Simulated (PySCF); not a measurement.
Job for PySCF: R-BP86/6-31G* on GaH3S (SMILES [SH][GaH2]), a point of a torsion scan.

```python
from pyscf import gto, scf, dft, mp
from pyscf.data.elements import chemcore

mol = gto.M(
    atom='''
    S     1.49484917   -0.61363871    0.46173340
    Ga   -0.61714584    0.02305674    0.41373806
    H     1.84824879    0.35188093   -0.38673993
    H    -1.73981463   -0.69453292    1.23189530
    H    -1.05270184    1.24687985   -0.46811971
    ''',
    basis='6-31g*',
    cart=True,
    charge=0, spin=0, verbose=3, max_memory=1800)
mf = dft.RKS(mol, xc='b88,p86')
mf.conv_tol = 1e-8
mf.max_cycle = 100
mf.kernel()
if not mf.converged:
    mf = mf.newton().run(mf.mo_coeff, mf.mo_occ)
```

**Question.** Give the final energy of this run.

**Answer.** -2324.8781 hartree.
